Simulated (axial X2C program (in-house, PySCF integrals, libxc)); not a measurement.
# SrBr: cheaper levels and CCSD(T), two-component

All values were computed with an axial X2C code built on PySCF integrals. Two-component (2c) means X2C with spin–orbit coupling and atomic mean-field two-electron Coulomb and Gaunt terms. Basis: Sr dyall-cv3z [13s12p8d5f1g], Br dyall-cv3z [8s9p6d4f1g] (cores contracted in-house); Gaussian nuclei, density fitting, unrestricted open shells. Masses: Sr 87.906 u, Br 78.918 u.

State: Ω = 1/2 (⟨Sz⟩ = 0.50, ⟨Lz⟩ = 0.00 at HF); fragments Sr + Br.

| level | Re (Å) | ωe (cm⁻¹) | De (eV) |
| --- | --- | --- | --- |
| PBE0 | 2.729 | 216.2 | 3.78 |
| HF | 2.812 | 205.8 | 3.17 |
| MP2 | 2.804 | 206.7 | 3.77 |
| CCSD | 2.804 | 207.0 | 3.44 |
| PBE | 2.730 | 212.8 | 3.76 |

Correlated methods: 9 electrons correlated (number of frozen shells: Sr 4 s, 3 p, 1 d; Br 3 s, 2 p, 1 d), 277 virtual spin orbitals or spinors in MP2, 82 natural virtuals in coupled cluster.

CCSD(T), same Hamiltonian and basis:

Re = 2.804 Å, ωe = 206.9 cm⁻¹, De = 3.52 eV; T1 = 0.008 (Lee–Taylor normalisation).

Task: Give the differences from CCSD(T) in the columns below.

Result: 

```json
{"level": "PBE0", "ΔRe (Å)": "-0.075", "Δωe (cm⁻¹)": "9.3", "ΔDe (eV)": "0.26"}
{"level": "HF", "ΔRe (Å)": "0.008", "Δωe (cm⁻¹)": "-1.1", "ΔDe (eV)": "-0.35"}
{"level": "MP2", "ΔRe (Å)": "0.000", "Δωe (cm⁻¹)": "-0.2", "ΔDe (eV)": "0.25"}
{"level": "CCSD", "ΔRe (Å)": "0.000", "Δωe (cm⁻¹)": "0.1", "ΔDe (eV)": "-0.08"}
{"level": "PBE", "ΔRe (Å)": "-0.074", "Δωe (cm⁻¹)": "5.9", "ΔDe (eV)": "0.24"}
```

The state is one determinant whose occupation by symmetry is held fixed; it was picked as the lowest of a PBE0 search that is not exhaustive. De is counted from the lowest determinant-based energies of the atoms at the same level, without counterpoise correction. Density functionals use the spin component along the axis (collinear). CCSD and (T) use frozen natural virtuals with an MP2 correction for the truncation; (T) itself is uncorrected, so its De runs slightly low. Without a current term, density functionals place determinants with orbital angular momentum somewhat too high. The outer-core s and p shells of the metal are frozen in the correlated rows, which leaves out core–valence correlation; for alkali and alkaline-earth bonds that tends to lengthen them. With the outer-core shells frozen, correlated bond lengths of heavy atoms tend to come out a few hundredths of an ångström too long.
